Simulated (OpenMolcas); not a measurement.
W4+ among 6 point charges of -1.5 e arranged as an octahedron (Oh), 1.96 Å from the ion.
```
   1.9600    0.0000    0.0000  -1.50
   0.0000    1.9600    0.0000  -1.50
  -1.9600    0.0000    0.0000  -1.50
   0.0000   -1.9600    0.0000  -1.50
   0.0000    0.0000    1.9600  -1.50
   0.0000    0.0000   -1.9600  -1.50
```

```json
{
  "Program": "OpenMolcas 26.06",
  "Method": "CASSCF",
  "Basis": "ANO-RCC-VTZP [8s7p5d3f2g1h]",
  "Scalar Hamiltonian": "DKH2, point nucleus",
  "Active space": "2 electrons in 5 orbitals (5d)",
  "State averaging": "2S+1 = 3 even, 10 roots; 2S+1 = 1 even, 15 roots",
  "Spin-orbit coupling": "RASSI with atomic mean-field integrals over the reference wave functions"
}
```

Task: What is the spin-free ground state (labels of O, the rotations of Oh)?

Result: 3T1, 3-fold in its orbital part, 94 % from free-ion F terms; it has the highest spin that d2 allows.

Task: Where is the first state of the same spin?

Result: 3T2 at 11200 cm-1 above the ground state.

Task: What are the lowest two levels with spin-orbit coupling?

Result: A 2-fold level E, then a 3-fold level T2 827.2 cm-1 above it. Their leading multiplicities are 3 (95 %) and 3 (95 %).

Task: What is χT at 300 K, and how does it compare with the textbook value?

Result: The lowest level has 2S+1 = 3, for which the spin-only value is χT = S(S+1) / 2 = 1.000 cm3 K/mol (g = 2). The computed 0.051 at 300 K differs by -0.949, through orbital momentum, spin-orbit coupling and any other state in reach. With a threefold ground state the orbital momentum is unquenched, so the spin-only value is not expected to hold.

Task: Which ligand-field parameters describe the states?

Result: A least-squares ligand-field fit to the states below 45000 cm-1, each weighted by its degeneracy and with a free common offset, gives 10Dq = 12830 cm-1, B = 782 cm-1 and C = 3232 cm-1 (C/B = 4.13), with an rms deviation of 171 cm-1. 

An orbital triplet at a regular site is open to Jahn-Teller coupling, which can distort the site and quench the lowest spin-orbit gaps and is left out. Without dynamic correlation the repulsion within the d shell is too large (B by tens of per cent), so at a given field states of lower spin stand too high. This field is weak: 10Dq is about 12830 cm-1, while octahedral complexes of 5d ions of charge 3 and more, computed by the same method with explicit ligands, had a median near 35000 cm-1. Ground spin and moment need not be those of a real site. This is an electrostatic model: the charges have no orbitals. No measured value stands beside these numbers.
